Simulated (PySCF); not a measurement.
Working out the ionisation energy of Al²⁺

Al²⁺ [Ne] 3s1 (2S) → Al³⁺ [Ne] (1S). All numbers are calculated (PySCF 2.14, no relativity, point nucleus, in aug-cc-pwCVDZ). Frozen: 1s2. Energies in hartree (1 hartree = 27.21139 eV):

| part | Al²⁺ (lower) | Al³⁺ (upper) |
| --- | --- | --- |
| UHF | -241.024018 | -239.994662 |
| CCSD correlation | -0.125722 | -0.116858 |
| (T) | -0.001039 | -0.000934 |

**Question.** What does Hartree-Fock give?

**Answer.** (-239.994662) − (-241.024018) = 1.029356 hartree = 28.010 eV.

**Question.** What do CCSD and CCSD(T) give?

**Answer.** The CCSD correlation energies differ by 0.008864 hartree = 0.241 eV and the triples by 0.000105 hartree = 0.003 eV, so CCSD gives 28.251 eV and CCSD(T) 28.254 eV.

Measured between the centres of the two terms (NIST): 28.448 eV, so CCSD(T) (valence and next inner shell) is off by -0.194 eV.

A double-zeta basis recovers only part of the correlation energy.

What remains against the reference includes basis incompleteness, the frozen core and higher excitations.
